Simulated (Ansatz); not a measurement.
Gas-phase electronic energies from Ansatz, PBE0-D4/def2-TZVP geometries. CCSD(T)/CBS is the MP2 limit (def2-TZVPP, def2-QZVPP) plus CCSD(T) − MP2 in def2-TZVPP, frozen cores. DFT in def2-TZVPP. Each species was taken in one conformer, which may not be the lowest.

Consider the redistribution: `C[SiH](O)Cl` + `CC(F)[SiH3]` → `C[Si](C)(O)Cl` + `FC[SiH3]`.

```tsv
level	ΔE (kJ/mol)
PBE-QIDH	-41.8
CCSD(T)/def2-SVP	-28.8
HF/def2-TZVPP	-37.3
MP2/def2-TZVPP	-42.5
```

Task: What does CCSD(T)/CBS give? (Best estimate.)

Result: Computed: -40.8 kJ/mol. The listed levels differ from it by -1.0, 12.0, 3.5, -1.7 kJ/mol.

Task: What do rigid-rotor, harmonic-oscillator terms from PBE0-D4/def2-TZVP frequencies (298.15 K, 1 bar) make of the CCSD(T)/CBS value? (Best estimate.)

Result: The calculation gave: ΔZPE = +1.0 kJ/mol, ΔH = -38.4 kJ/mol, ΔS = 6 J/(mol·K), ΔG = -40.3 kJ/mol.

Largest T1 diagnostic among the species: 0.011.

At CCSD(T), def2-SVP lies +12.0 kJ/mol from the extrapolated value and def2-TZVPP +0.4 kJ/mol. In def2-TZVPP, CCSD(T) changes the Hartree–Fock value by −3.1 kJ/mol (the triples alone add −0.1 kJ/mol) and MP2 by −5.2 kJ/mol.
